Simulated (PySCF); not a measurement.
Spectrum to structure. Computed with TDDFT PBE0/def2-SVPD, vertical, gas phase, core orbitals frozen in the response in PySCF 2.14.0, density-fitted response routines. Geometries: GFN2-xTB, one conformer each.

| state | E (eV) | f |
| --- | --- | --- |
| S1 | 4.74 | 0.0016 |
| S2 | 5.82 | 0.0036 |
| S3 | 6.93 | 0.013 |
| S4 | 7.18 | 0.013 |
| S5 | 7.35 | 0.0053 |
| S6 | 7.41 | 0.0054 |

Question: Which candidate is it? All have the formula C4H5FN2.
A. `C/N=C\[C@H](F)C#N`
B. `Cn1ccnc1F`
C. `Cc1cn[nH]c1F`
D. `Cn1nccc1F`

Answer: A. Its S1, at 4.74 eV, is the lowest among the candidates; the nearest of the others has S1 at 6.03 eV. S1 is HOMO→LUMO (97%). Löwdin shares by element: HOMO nitrogen 55% or more, carbon 29% or more (atoms not listed hold the other 16%); LUMO carbon 46% or more, nitrogen 32% or more (atoms not listed hold the other 23%). At the same level the other candidates give, for their lowest levels:
- `Cc1cn[nH]c1F`: 6.35 eV (f 0.002); 6.61 eV (f 0.065); 6.91 eV (f 0.007); 7.00 eV (f 0.000); 7.13 eV (f 0.001); T1 4.63 eV; HOMO -6.98, LUMO 0.45 eV
- `Cn1nccc1F`: 6.61 eV (f 0.005); 6.77 eV (f 0.068); 6.97 eV (f 0.013); 7.00 eV (f 0.018); 7.11 eV (f 0.096); T1 4.76 eV; HOMO -7.17, LUMO 0.45 eV
- `Cn1ccnc1F`: 6.03 eV (f 0.007); 6.59 eV (f 0.144); 6.81 eV (f 0.020); 7.10 eV (f 0.000); 7.17 eV (f 0.002); T1 4.52 eV; HOMO -6.69, LUMO 0.43 eV

Conformer computed: `[CH3:1]/[N:2]=[CH:3]\[C@H:4]([F:5])[C:6]#[N:7]`: N2–C3–C4–F5 -174°.
Triplets come from the Tamm–Dancoff approximation.
